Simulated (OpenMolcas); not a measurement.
OpenMolcas run: Al+

Input:

```
&GATEWAY
Coord
1

Al 0.0 0.0 0.0
Basis=ANO-L-VQZP
Group=XYZ
NoMove
AngMom=0.0 0.0 0.0
AMFI
&SEWARD
&RASSCF
FileOrb=start.orb
Symmetry=1
Spin=3
nActEl=2 0 0
Inactive=2 3
Ras2=1 3
CIRoot=3 3 1
SDav=3
CIMx=300
Iter=120 100
PrWF=0.3
OrbListing=Nothing
MaxOrb=0
Atom
>>> COPY $Project.JobIph JOB001
&RASSCF
FileOrb=start.orb
Symmetry=1
Spin=1
nActEl=2 0 0
Inactive=2 3
Ras2=1 3
CIRoot=1 1 1
SDav=7
CIMx=300
Iter=120 100
PrWF=0.3
OrbListing=Nothing
MaxOrb=0
Atom
>>> COPY $Project.JobIph JOB002
&RASSCF
FileOrb=start.orb
Symmetry=2
Spin=3
nActEl=2 0 0
Inactive=2 3
Ras2=1 3
CIRoot=3 3 1
SDav=3
CIMx=300
Iter=120 100
PrWF=0.3
OrbListing=Nothing
MaxOrb=0
Atom
>>> COPY $Project.JobIph JOB003
&RASSCF
FileOrb=start.orb
Symmetry=2
Spin=1
nActEl=2 0 0
Inactive=2 3
Ras2=1 3
CIRoot=3 3 1
SDav=3
CIMx=300
Iter=120 100
PrWF=0.3
OrbListing=Nothing
MaxOrb=0
Atom
>>> COPY $Project.JobIph JOB004
&RASSI
NrOfJobIphs=2 1 3
1
1 2 3
IphNames
JOB002
JOB003
EJob
SpinOrbit
DIPRint=1.0
SOCoupling=1000.0
Subsets=2
MEES
Property=10
'ANGMOM' 1 'ANGMOM' 2 'ANGMOM' 3 'MLTPL  1' 1 'MLTPL  1' 2 'MLTPL  1' 3
'AMFI' 1 'AMFI' 2 'AMFI' 3 'MLTPL  2' 6
SOProperty=3
'ANGMOM' 1 'ANGMOM' 2 'ANGMOM' 3
```

Launched by
```bash
OMP_NUM_THREADS=1 MOLCAS_MEM=2252 MOLCAS_PROJECT=a pymolcas a.inp > a.log  # once for each step of the input, in one work folder
```

A driver script runs the steps one by one and writes start.orb anew before each from the orbitals found so far.

Output, cut to the results:

```
--- SEWARD ---
Basis set label: AL.ANO-L...6S5P3D2F.

      Electronic valence basis set:
      ------------------
      Associated Effective Charge  13.000000 au
      Associated Actual Charge     13.000000 au
      Nuclear Model: Point charge

      Shell  nPrim  nBasis  Cartesian Spherical Contaminant
         s      17       6        X
         p      12       5        X
         d       5       3                 X
         f       4       2                 X
                  Atomic mean-field integrals
--- RASSCF ---
Wave function specifications:
      -----------------------------

      Number of closed shell electrons          10
      Number of electrons in active shells       2
      Max number of holes in RAS1 space          0
      Max nr of electrons in RAS3 space          0
      Number of inactive orbitals                5
      Number of active orbitals                  4
      Number of secondary orbitals              41
      Spin quantum number                      1.0
      State symmetry                             1
Orbital specifications:
      -----------------------

      Symmetry species                           1   2
                                                ag  au
      Frozen orbitals                            0   0
      Inactive orbitals                          2   3
      Active orbitals                            1   3
      RAS1 orbitals                              0   0
      RAS2 orbitals                              1   3
      RAS3 orbitals                              0   0
      Secondary orbitals                        18  23
      Deleted orbitals                           0   0
      Number of basis functions                 21  29
      Number of CSFs                             3
      Number of root(s) required                 3
      Iter CI   SX   CI       RASSCF       Energy    max ROT     max BLB   max BLB  Level Ln srch  Step   QN
          iter iter root      energy       change     param      element    value   shift minimum  type update
 Nr of preliminary CI iterations:   1
 ###############################################################################
 ###############################################################################
 ###                                                                         ###
 ###                                                                         ###
 ###    WARNING: Problems in orbital optimization.                           ###
 ###                                                                         ###
 ###                                                                         ###
 ###############################################################################
 ###############################################################################
  Warning: In symmetry  1, orbital p=   3 has diagonal density matrix element D(p,p) close to zero. D(p,p)=  0.000000E+00
        1   1    3    0  -241.28310969    0.00E+00   1.84E-06    4  10 2  1.01E-06   0.50   0.00    SX    NO
        ...
 ###############################################################################
 ###############################################################################
  Warning: In symmetry  1, orbital p=   3 has diagonal density matrix element D(p,p) close to zero. D(p,p)=  0.000000E+00
        4   1    2    0  -241.28310969   -5.68E-14   2.23E-07    4  10 2  1.34E-07   0.50   0.00    SX    NO
      Convergence after  4 iterations
        5   1    2    0  -241.28310969   -5.68E-13   2.23E-07    4  10 2  6.41E-08   0.50   0.00    SX    NO
      Natural orbitals and occupation numbers for root  1
      sym 1:   0.000000
      sym 2:   0.000000   1.000000   1.000000
      Natural orbitals and occupation numbers for root  2
      sym 1:   0.000000
      sym 2:   1.000000   1.000000   0.000000
      Natural orbitals and occupation numbers for root  3
      sym 1:   0.000000
      sym 2:   1.000000   0.000000   1.000000
::    RASSCF root number  1 Total energy:   -241.28310969
::    RASSCF root number  2 Total energy:   -241.28310969
::    RASSCF root number  3 Total energy:   -241.28310969
--- RASSCF ---
Wave function specifications:
      -----------------------------

      Number of closed shell electrons          10
      Number of electrons in active shells       2
      Max number of holes in RAS1 space          0
      Max nr of electrons in RAS3 space          0
      Number of inactive orbitals                5
...
--- RASSI ---
SPIN-FREE ENERGIES:
  (Shifted by EMIN (a.u.) =       -241.7113090651)

 SF State       Relative EMIN(au)   Rel lowest level(eV)    D:o, cm**(-1)      L_eff

     1             0.0000000000        0.0000000000              0.0000         0.0
     2             0.1695249280        4.6130082929          37206.4211         1.0
     3             0.1695249280        4.6130082929          37206.4211         1.0
     4             0.1695249280        4.6130082929          37206.4211         1.0
     Dipole printing threshold changed to   1.00000000E+00

++ Dipole transition strengths (spin-free states):
   -----------------------------------------------
     for osc. strength at least  1.00000000E+00

  ( Max oscillator strength is only    0.0000000000000000      )
--
Eigenvalues of complex Hamiltonian:
   -----------------------------------
  (Shifted by EMIN (a.u.) =       -241.7113090651)

 SO State       Relative EMIN(au)   Rel lowest level(eV)    D:o, cm**(-1)     J-value

     1             0.0000000000        0.0000000000              0.0000         0.0
     2             0.1690862436        4.6010710834          37110.1410         0.0
     3             0.1693055858        4.6070396882          37158.2810         0.9
     4             0.1693055858        4.6070396882          37158.2810         0.7
     5             0.1693055858        4.6070396882          37158.2810         0.7
     6             0.1697442701        4.6189768977          37254.5611         1.4
     7             0.1697442701        4.6189768977          37254.5611         1.6
     8             0.1697442701        4.6189768977          37254.5611         1.9
     9             0.1697442701        4.6189768977          37254.5611         1.6
    10             0.1697442701        4.6189768977          37254.5611         1.4
Weights of the five most important spin-orbit-free states for each spin-orbit state.

...
```

The J values that RASSI prints are effective ones from its own formula and need not be integers or half-integers; the table below assigns J from the states.

Levels above the lowest, from the spin-orbit matrix, grouped by J:

```csv
Configuration,Term,J,E (cm-1),Measured (cm-1),g,Term weight %
3s2,1S,0,0.0,0.0,,100
3s 3p,3P*,0,37110,37393,,100
3s 3p,3P*,1,37158,37454,1.501,100
3s 3p,3P*,2,37255,37578,1.501,100
```

Against the 3 measured excited levels shown (NIST Handbook of Basic Atomic Spectroscopic Data) the mean absolute deviation is 300 cm-1; the largest miss in energy is 3s 3p 3P* 2: computed 37255, measured 37578 cm-1 (-0.9 %).

Without dynamic correlation excited terms often stand tens of per cent too high (terms of higher spin than the ground term too low), and those without a measured partner can miss by more than the paired ones. Measured partners are found by configuration, term and J. A level has none where our copy of the source lacks it or the pairing is in doubt (some pairs that miss far off the trend of their configuration count as doubtful), and it then counts in no deviation. Only configurations of the active space appear. The first state left out of the spin-orbit step lies near 68000 cm-1 above the lowest spin-free state of the reference (among the parities and spins computed), and the list stops at four fifths of that energy or lower.

The RASSCF and RASSI steps took 10 s on 1 thread of Arm Neoverse V2 (shared host); the integral step is not counted.

The term weight is that of the spin-free term in the level, not the purity of its configuration. * marks odd parity.
